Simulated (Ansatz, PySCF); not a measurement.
The pair A = C2H6O (SMILES COC) (first 9 atoms), B = HI (SMILES I); geometry from B3LYP-D3(BJ)/def2-TZVP.
(charge 0, multiplicity 1):
```xyz
11

C      0.769    -0.820     0.068
O      0.327     0.264     0.871
C     -0.990     0.686     0.551
H      0.794    -0.531    -0.988
H      0.115    -1.691     0.187
H      1.774    -1.076     0.397
H     -1.039     1.039    -0.485
H     -1.238     1.504     1.225
H     -1.709    -0.128     0.688
I     -0.006    -1.132     4.000
H      0.250    -0.369     2.560
```

Frozen-core correlation. Filled d and f shells under p-block atoms count as core. CBS(a, b) extrapolates the correlation energy as X⁻³ and adds the Hartree–Fock energy of set b. MP2 and its Hartree–Fock in def2-TZVPPD are density fitted.

The values were computed with Ansatz (Gaussian basis) for Hartree–Fock, density functionals and correlated methods; PySCF for the dispersion terms. Values without a source in brackets are computed. In def2 rows elements past Kr take small-core potentials, without spin–orbit coupling.

The monomers are drawn apart, rigid, along the line of their centres of mass. Counterpoise-corrected interaction energies (kcal/mol):

| level | R = 4.413 Å | R = 5.135 Å |
|---|---|---|
| PBE/def2-TZVPPD | -2.7307 | -1.1795 |
| PBE-D3(BJ)/def2-TZVPPD | -3.6507 | -1.6192 |
| wB97M-V/def2-TZVPPD | -3.1446 | -1.4441 |
| MP2/CBS(def2-SVPD, def2-TZVPPD) + ΔCCSD(T)/def2-SVPD | -3.0873 | -1.4541 |

Problem. R is the distance of the centres of mass. Find the local exponent m of E ∝ R⁻ᵐ between the two points.

Solution. 
m = ln(E₁/E₂)/ln(R₂/R₁): PBE/def2-TZVPPD 5.5; PBE-D3(BJ)/def2-TZVPPD 5.4; wB97M-V/def2-TZVPPD 5.1; MP2/CBS(def2-SVPD, def2-TZVPPD) + ΔCCSD(T)/def2-SVPD 5.0. For scale, two fixed dipoles give m = 3, dipole and quadrupole 4, quadrupoles 5, and dispersion or dipole-induced dipole 6 at long range; at these distances several terms mix, and what is left of overlap and damping shifts m, so it need not match one of them.

Ansatz is a quantum-chemistry and plane-wave program.
